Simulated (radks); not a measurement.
Question: These are the eigenvalues of the occupied orbitals of an atom or ion with whole-number occupations (Ry). All-electron calculation, scalar-relativistic Kohn-Sham, PBE, spin-polarised, spherical densities, finite nucleus; Fermi nuclear charge, rms radius of each element as measured or else 0.836 A^(1/3) + 0.57 fm. Program: a radial shooting solver on a logarithmic mesh with Libxc functionals.

orbital  eigenvalue
1s up     -3811.006
1s down   -3811.006
2s up     -631.7362
2s down   -631.7336
2p up     -561.3984
2p down   -561.3965
3s up     -140.1513
3s down   -140.0152
3p up     -118.4537
3p down   -118.3181
3d up     -90.15710
3d down   -90.05345
4s up     -27.86821
4s down   -27.55711
4p up     -20.72430
4p down   -20.41576
4d up     -10.91622
4d down   -10.61086
5s up      -3.55789
5s down    -3.39718
5p up      -1.87580
5p down    -1.75972
4f up      -0.32834
6s up      -0.27793
6s down    -0.26681
4f down    -0.06586

Which element is it, and in what charge state? The configuration may be excited. Open shells, if any, are filled with parallel spins first.

Answer: Z = 65, terbium, charge 0: Tb in [Xe] 4f9 6s2. The list shows which subshells hold electrons but not how many an open one holds; the 1s level, -1905.5 hartree, gives Z - s = 61.7 by -(Z - s)^2/2, which with screening and relativity narrows Z to a few neighbours, and the depths of the outer levels then fix element, charge and occupations together.
